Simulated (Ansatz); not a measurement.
Molecule (SMILES): FSF.
Geometry (B3LYP-D3(BJ)/def2-TZVP, fixed):
```
S
F 1 1.6052
F 1 1.6052 2 98.75
```
Charge 0, spin multiplicity 1.

Basis-set convergence of the dipole moment at PBE with Ansatz (a quantum-chemistry and plane-wave program). Dipoles come from the density behind the forces; the sign is taken along the dipole that this method gives in the largest set. Cartesian d functions, on some or all atoms, in 6-311G**, 6-311+G**; all else is spherical. No added dispersion term, no relativity. Reference: the value in aug-pcseg-3, 0.882 D, itself unsure by roughly 0.001 D (its mean distance from aug-cc-pV(Q+d)Z, def2-QZVPPD). Deviations are taken from unrounded values.

| basis | functions | dipole moment (D) |
|---|---|---|
| def2-SVP | 46 | 1.169 |
| def2-SVPD | 73 | 0.974 |
| pcseg-1 | 46 | 1.180 |
| aug-pcseg-1 | 73 | 0.929 |
| cc-pV(D+d)Z | 51 | 1.080 |
| aug-cc-pV(D+d)Z | 78 | 0.897 |
| 6-311G** | 63 | 1.291 |
| 6-311+G** | 75 | 1.303 |
| pcseg-2 | 94 | 1.095 |
| aug-pcseg-2 | 142 | 0.894 |
| cc-pV(T+d)Z | 99 | 0.937 |
| aug-cc-pV(T+d)Z | 147 | 0.886 |
| def2-TZVP | 99 | 0.984 |
| def2-TZVPD | 126 | 0.884 |
| def2-TZVPP | 104 | 0.982 |
| def2-TZVPPD | 131 | 0.884 |
| cc-pV(Q+d)Z | 174 | 0.904 |
| aug-cc-pV(Q+d)Z | 249 | 0.884 |
| def2-QZVPP | 184 | 0.920 |
| def2-QZVPPD | 211 | 0.881 |
| pcseg-3 | 184 | 0.920 |
| aug-pcseg-3 | 259 | 0.882 |

What the diffuse functions change, pair by pair:
- def2-SVP to def2-SVPD: 27 more functions, deviation 0.287 to 0.091 D
- pcseg-1 to aug-pcseg-1: 27 more functions, deviation 0.297 to 0.046 D
- cc-pV(D+d)Z to aug-cc-pV(D+d)Z: 27 more functions, deviation 0.198 to 0.015 D
- 6-311G** to 6-311+G**: 12 more functions, deviation 0.409 to 0.421 D
- pcseg-2 to aug-pcseg-2: 48 more functions, deviation 0.213 to 0.012 D
- cc-pV(T+d)Z to aug-cc-pV(T+d)Z: 48 more functions, deviation 0.055 to 0.004 D
- def2-TZVP to def2-TZVPD: 27 more functions, deviation 0.102 to 0.002 D
- def2-TZVPP to def2-TZVPPD: 27 more functions, deviation 0.100 to 0.002 D
- cc-pV(Q+d)Z to aug-cc-pV(Q+d)Z: 75 more functions, deviation 0.021 to 0.002 D
- def2-QZVPP to def2-QZVPPD: 27 more functions, deviation 0.038 to -0.001 D
- pcseg-3 to aug-pcseg-3: 75 more functions, deviation 0.038 to 0.000 D

Leaving out the reference's own pair, they bring the value nearer the reference by more than 0.001 D in 9 of 10 pairs.
